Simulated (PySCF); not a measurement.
CClF, SMILES F[C]Cl (connectivity only; charge and spin as stated), neutral, multiplicity 1.

Geometry optimised at ωB97X-D3(BJ)/def2-TZVP. The isomer is the one that the SMILES or the coordinates give; other isomers of the formula were not compared.

Two levels are set side by side: TDA-PBE/def2-TZVPD (PySCF) and ADC(2)/aug-cc-pVDZ (PySCF). Vertical, same geometry; the bases differ. Differences are taken from unrounded values.

```
quantity                        TDA-PBE
------------------------------  -------
lowest singlet excitation (eV)     3.54
```

**Question.** These are the TDA-PBE values. What does ADC(2) give? (The exact figures need the calculation; the answer reports its results.)

**Answer.** 
| quantity | ADC(2) | TDA-PBE minus ADC(2) |
|---|---|---|
| lowest singlet excitation (eV) | 3.49 | 0.05 |

Here PBE gives about what the other level gives.

Rough cost on one machine, each run with all the roots and properties that it gave: ADC(2) against TDA-PBE about 6 times.
